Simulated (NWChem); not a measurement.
System: SiH2OCl2; SMILES Cl[SiH](O)Cl

NWChem input:

```
start job
memory heap 200 mb stack 900 mb global 1100 mb
geometry units angstroms noautosym nocenter noautoz
  Si    -0.428864     0.419192     0.000000
  O     -1.897594    -0.311268     0.000000
  Cl     0.662667    -0.124602     1.655909
  Cl     0.662667    -0.124602    -1.655909
  H     -0.659893     1.873375     0.000000
  H     -1.936772    -1.273183     0.000000
end
basis spherical
  * library def2-svpd
end
dft
  xc xpbe96 cpbe96
  iterations 150
end
property
  response 1 0.0
end
task dft property
```

Coordinates come from a PBE0/def2-SVP optimisation.

Static field.

What results follow from this input? (PBE/def2-SVPD.) Quantities: isotropic polarisability (bohr³); anisotropy (bohr³).


```yaml
isotropic polarisability (bohr³): 58.9
anisotropy (bohr³): 13.0
```
